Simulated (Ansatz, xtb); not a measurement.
# CH6ClSi2: where a starting geometry ends

The starting geometry of this gas-phase doublet has its atoms placed at random.

```tsv
atom	x (Å)	y (Å)	z (Å)
C	-1.2751	-2.0040	-0.7234
Cl	-0.0496	1.5650	1.0658
Si	0.4002	-1.4897	0.6946
Si	1.3451	0.8894	-0.3765
H	0.9553	-0.4142	0.3256
H	0.1201	-1.8046	-0.6666
H	-0.5501	1.3190	-0.7651
H	-1.0080	-1.7417	0.5268
H	0.8375	-0.0347	1.5051
H	0.6928	-0.8314	-0.7706
```

Question: Guess where an optimisation with r2SCAN-D4/def2-SVP ends from this start.

Answer: It ends as a structure with H5 bridging Si3 and Si4, given below by its coordinates. Distances that change by over a tenth: C1–H8 (1.31 → 1.09 Å), Si3–H5 (1.27 → 1.64 Å), Si3–H9 (1.72 → 1.49 Å), Si4–H5 (1.53 → 1.69 Å). Contacts that open: Si3–H6 (1.42 → 2.56 Å), Si3–H8 (1.44 → 2.55 Å). Contacts that close: C1–Si3 (2.25 → 1.81 Å), C1–H6 (1.41 → 1.09 Å), Si4–H7 (1.98 → 1.53 Å).

The energy falls by 15.35 eV over 33 steps:

| step | E − E(last) (eV) |
| --- | --- |
| 1 | 15.346 |
| 5 | 6.293 |
| 8 | 3.831 |
| 12 | 0.986 |
| 15 | 0.296 |
| 19 | 0.210 |
| 22 | 0.033 |
| 26 | 0.006 |
| 29 | 0.001 |
| 33 | 0.000 |

Final geometry (Å):

```tsv
atom	x (Å)	y (Å)	z (Å)
C	-0.8074	-1.4977	-0.2513
Cl	-0.6987	1.5872	1.4939
Si	0.8728	-1.2360	0.3609
Si	0.6042	1.6902	-0.1948
H	1.4768	0.2735	0.1143
H	-0.9990	-1.9175	-1.2439
H	-0.2760	0.9437	-1.2041
H	-1.6773	-1.1044	0.2838
H	1.0617	-1.2771	1.8348
H	1.9109	-2.0089	-0.3778
```

From the same start GFN2-xTB ends elsewhere, differing in C1–H10 (1.09 against 2.77 Å here), Cl2–Si3 (2.39 against 3.42 Å here), Si3–H5 (4.15 against 1.64 Å here), Si3–H10 (2.53 against 1.49 Å here).

From so rough a start the end depends on the optimiser's path, so another program may land elsewhere. No frequencies were run, so the end isn't proven a minimum. Open shells are spin-unrestricted. Run with Ansatz 0.2.0, 120 s on 2 threads of Intel(R) Xeon(R) 6975P-C (Granite Rapids) (shared host).
